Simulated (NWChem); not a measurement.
Everything below was run with NWChem. System: H₄Sn, charge 0, spin multiplicity 1, at a geometry optimised with PBE0/def2-SVP with def2 effective core potentials on Sn. The structure started from a generated list of species. Level: MP2/def2-TZVP with def2 effective core potentials on Sn, 4 core orbitals frozen.

Job file:

```
start mol
memory heap 200 mb stack 900 mb global 1100 mb
geometry units angstroms nocenter noautoz
  Sn     0.000000     0.000000    -0.000000
  H      1.397016     0.000000     0.987822
  H     -1.397016     0.000000     0.987822
  H      0.000000    -1.397015    -0.987821
  H      0.000000     1.397015    -0.987821
  symmetry group C2v
end
basis spherical
  * library def2-tzvp
end
ecp
  Sn library def2-ecp
end
scf
  rhf
  nopen 0
  maxiter 100
  thresh 1e-7
  semidirect memsize 60000000 filesize 0
end
mp2
  freeze core 4
end
task mp2 energy
```

Part of the output:

```
             Northwest Computational Chemistry Package (NWChem) 7.3.0
             --------------------------------------------------------

                                NWChem Input Module
                                -------------------

 Scaling coordinates for geometry "geometry" by  1.889725989
 (inverse scale =  0.529177249)

 Turning off AUTOSYM since
 SYMMETRY directive was detected!

                             Geometry "geometry" -> ""
                             -------------------------

 Output coordinates in angstroms (scale by  1.889725989 to convert to a.u.)

  No.       Tag          Charge          X              Y              Z
 ---- ---------------- ---------- -------------- -------------- --------------
    1 Sn                  50.0000     0.00000000     0.00000000     0.00000000
    2 H                    1.0000     1.39701600     0.00000000     0.98782200
    3 H                    1.0000    -1.39701600     0.00000000     0.98782200
    4 H                    1.0000     0.00000000    -1.39701500    -0.98782100
    5 H                    1.0000     0.00000000     1.39701500    -0.98782100

 Effective nuclear repulsion energy (a.u.)      62.9931008472

            Nuclear Dipole moment (a.u.)
            ----------------------------
        X                 Y               Z
 ---------------- ---------------- ----------------
     0.0000000000     0.0000000000     0.0000037795

      Symmetry information
      --------------------

 Group name             C2v
 Group number             16
 Group order               4
 No. of unique centers     3

      Symmetry unique atoms

     1    2    4


 Summary of "ao basis" -> "" (spherical)
 ------------------------------------------------------------------------------
       Tag                 Description            Shells   Functions and Types
 ---------------- ------------------------------  ------  ---------------------
 *                         def2-tzvp                  on all atoms

 Summary of "ao basis" -> "ao basis" (spherical)
 ------------------------------------------------------------------------------
[...]
     1   1 0 0      0.000000      0.000000      0.000000
     1   0 1 0      0.000000      0.000000      0.000000
     1   0 0 1     -0.000002      0.000000      0.000004

     2   2 0 0    -21.787733      0.000000     13.938962
     2   1 1 0      0.000000      0.000000      0.000000
     2   1 0 1      0.000000      0.000000      0.000000
     2   0 2 0    -21.787729      0.000000     13.938942
     2   0 1 1      0.000000      0.000000      0.000000
     2   0 0 2    -21.787684      0.000000     13.938454

                   NWChem MP2 Semi-direct Energy/Gradient Module
                   ---------------------------------------------

  Basis functions       =     74
  Molecular orbitals    =     74
  Frozen core           =      4
  Frozen virtuals       =      0
  Active alpha occupied =      9
  Active beta occupied  =      9
  Active alpha virtual  =     61
  Active beta virtual   =     61
  Use MO symmetry       = T
  Use skeleton AO sym   = T

  AO/Fock/Back tols     =   1.0D-09  1.0D-09  1.0D-09

 GA uses MA = F    GA memory limited = T

 Available:
  local mem=  1.26D+08
 global mem=  1.44D+08
 local disk=  0.00D+00
  mp2_memr nvloc                    61
  nvloc new                    61
   1 passes of   9:        5242880                      38610                   5189257.
   1 passes of   9: M    126141753           G      144168248           F     120898873.

 Semi-direct pass number   1 of   1  for RHF alpha+beta  at        0.5s
  vrange nnbf                  2775
  mp2_eaftype                    19  avail_ma_in_mb                  1099
 EAF : mp2_eaftype filesize          19    2594628.
  mp2_eaf for mointskh                     19
Node 0 wrote     12.2 Mb in      0.0 s     Agg I/O rate:  2259.6 Mb/s
 Done moints_semi at        1.7s
  mp2_eaftype                    19  avail_ma_in_mb                  1080
 EAF : mp2_eaftype filesize          19    2594628.
  mp2_eaf for kh                    19
 Done maket at        1.7s
 Done multipass loop at        1.7s

          -------------------------------------------
          SCF energy                -215.643577948125
          Correlation energy          -0.334949097119
          Singlet pairs               -0.187366062758
          Triplet pairs               -0.147583034360
          Total MP2 energy          -215.978527045243
          -------------------------------------------

          ---------------------------------------------------
                    Spin Component Scaled (SCS) MP2
          Same spin pairs                     -0.098388689573
          Same spin scaling factor             0.333333333333
          Opposite spin pairs                 -0.236560407545
          Opposite spin scaling fact.          1.200000000000
          SCS-MP2 correlation energy          -0.316668718912
          Total SCS-MP2 energy              -215.960246667037
          ---------------------------------------------------

 -----------------------
 Performance information
 -----------------------

 Timer overhead =  1.06D-07 seconds/call

               Nr. of calls         CPU time (s)                 Wall time (s)                GFlops
             ---------------    -------------------     ------------------------------   -------------------
Name         Min   Avg   Max    Min     Avg     Max     Min     Avg     Max   Mx/calls   Min     Max     Sum
mp2: moin     1     1     1    1.1     1.1     1.1      1.1     1.1     1.1     1.1      0.0     0.0     0.0
mp2: make     1     1     1   5.07E-2 5.07E-2 5.07E-2  5.07E-2 5.07E-2 5.07E-2 5.07E-2   0.0     0.0     0.0
mp2: tota     1     1     1    1.2     1.2     1.2      1.2     1.2     1.2     1.2      0.0     0.0     0.0

 The average no. of pstat calls per process was 3.00D+00
 with a timing overhead of 3.19D-07s

 Task  times  cpu:        1.7s     wall:        1.7s

 Total times  cpu:        1.7s     wall:        1.7s
```
